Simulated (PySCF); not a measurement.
Finite-field polarisability of Mg (magnesium, neutral)

[Ne] 3s2, closed-shell 1S. Computed with PySCF 2.14 in aug-cc-pCVTZ, with the non-relativistic Hamiltonian (point nucleus). Frozen: 1s2. Energy changes in a uniform field (μhartree):

| axis | F (au) | HF | MP2 | CCSD | CCSD(T) |
| --- | --- | --- | --- | --- | --- |
| x | 0.0016 | -104.393 | -93.216 | -93.296 | -92.628 |
| x | 0.0032 | -417.973 | -373.202 | -373.500 | -370.827 |

Derive α along x at CCSD(T) from the two fields.

With ΔE = −αF²/2 − γF⁴/24, α = −(16 ΔE(F) − ΔE(2F))/(6F²) = 72.35 bohr³.

And the mean polarisability at each level?

HF 81.53, MP2 72.80, CCSD 72.87, CCSD(T) 72.35 bohr³. Reference: 71.2 ± 0.4 bohr³ (recommended; Schwerdtfeger and Nagle, table of static dipole polarizabilities (2023 update)).
